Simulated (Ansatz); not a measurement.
## The standard entropy of CH3Br (bromomethane) from a frequency calculation

A singlet with charge 0, relaxed at B2PLYP/cc-pVTZ, 10 core orbitals frozen (Ansatz 0.2.0):

```xyz
5

C    -0.1094    0.1272    0.0910
Br    1.0064   -1.1705   -0.8376
H     0.5136    0.9729    0.3516
H    -0.5065   -0.3514    0.9767
H    -0.9042    0.4219   -0.5817
```

Harmonic wavenumbers in cm⁻¹: 615, 974, 974, 1344, 1491, 1491, 3104, 3211, 3211.

Masses in u: C 12.011, Br 79.904, H 1.008. Take T = 298.15 K, p = 1 bar, R = 8.3145 J/(mol K), kT/hc = 207.22 cm⁻¹, rigid rotor and harmonic oscillator.

Task: Work out S° at 298 K.

Result: 
1. Translation (Sackur–Tetrode): S = R[3/2 ln M + 5/2 ln T − 1.1517] with M = 94.939 gives 165.6 J/(mol K).
2. Rotation: principal moments 3.210, 53.182, 53.182 u Å² give A, B, C = 5.251, 0.317, 0.317 cm⁻¹; the symmetry number is σ = 3; q = (√π/σ)√((kT/hc)³/ABC) = 2426; S = R(ln q + 3/2) = 77.3.
3. Vibration: with u = ν̃/207.22, each mode gives R[u/(eᵘ − 1) − ln(1 − e⁻ᵘ)]; the sum is 2.8, most from 615 cm⁻¹ (1.8), 974 cm⁻¹ (0.4), 974 cm⁻¹ (0.4).
4. Electronic: R ln 1 = 0.0, from the spin multiplicity alone.
5. Sum: 165.6 + 77.3 + 2.8 + 0.0 = 245.7 J/(mol K).

The tabulated value is 246.4 J/(mol K) (CRC Handbook of Chemistry and Physics): the model is off by -0.7.
